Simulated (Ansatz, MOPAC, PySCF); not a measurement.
Pair of molecules: HF (SMILES F) (first 2 atoms) with CH2O2 (SMILES O=CO); geometry from B3LYP-D3(BJ)/def2-TZVP, rigid monomers moved along the line of their centres of mass till H2···O3 is 2.93 Å.
(charge 0, multiplicity 1):
```tsv
atom	x (Å)	y (Å)	z (Å)
F	0.3902	0.0014	0.4621
H	-0.1553	-0.4725	1.0950
O	-0.8684	-0.7522	3.9190
C	-0.2871	-0.0026	4.6765
O	0.6134	0.8986	4.3284
H	-0.4579	-0.0003	5.7572
H	0.7411	0.8689	3.3537
```

Counterpoise-corrected where a basis set is named; no monomer relaxation. Rows marked so take none.

Rows in 3-21G carry no dispersion term and start afresh at each structure. The state reached by PM6 isn't checked.

Programs: Ansatz (Gaussian orbitals); MOPAC for PM6 (differences of heats of formation); PySCF for 3-21G rows. 

Problem. One of these levels gives -16.2 kJ/mol for the interaction energy. Name it.
A. PM6
B. PBE/def2-TZVPPD
C. HF/3-21G (no counterpoise)

Solution. C, HF/3-21G (no counterpoise). The others give -5.8 (PM6), -14.3 (PBE/def2-TZVPPD)

Ansatz is a first-principles code.
